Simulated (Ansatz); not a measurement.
Gas-phase electronic energies from Ansatz, PBE0-D4/def2-TZVP geometries. CCSD(T)/CBS is the MP2 limit (def2-TZVPP, def2-QZVPP) plus CCSD(T) − MP2 in def2-TZVPP, frozen cores. Functionals use def2-TZVPP. One conformer a species, not always the lowest.

`CO[SiH2][SiH2]O` + `F[SiH2]P` → `CO[SiH2]F` + `O[SiH2][SiH2]P`  (redistribution)

(1) Is it downhill or uphill in electronic energy at CCSD(T)/CBS, and by how much? (Best estimate.)

(2) What do these levels give: PBE-D4, PBE0-D4, ωB97M-V, r2SCAN, CCSD/def2-TZVPP, SCS-MP2/def2-QZVPP? (Best estimate.)

Largest T1 diagnostic among the species: 0.013.

## Answers

(1) Computed: Downhill: ΔE = -43.0 kJ/mol.

(2) Computed: PBE-D4 -41.2, PBE0-D4 -42.9, ωB97M-V -42.1, r2SCAN -42.4, CCSD/def2-TZVPP -43.0, SCS-MP2/def2-QZVPP -42.3 kJ/mol.

The D4 term adds −3.3 kJ/mol with B3LYP and −1.9 kJ/mol with PBE0; it sums over pairs of atoms, weighted by their polarisabilities, and B3LYP, whose exchange is more repulsive, gets the larger term. In def2-TZVPP, CCSD(T) changes the Hartree–Fock value by −4.3 kJ/mol (the triples alone add −0.8 kJ/mol) and MP2 by −5.8 kJ/mol.

B3LYP here is the variant with VWN-RPA as its local correlation; programs differ in this.
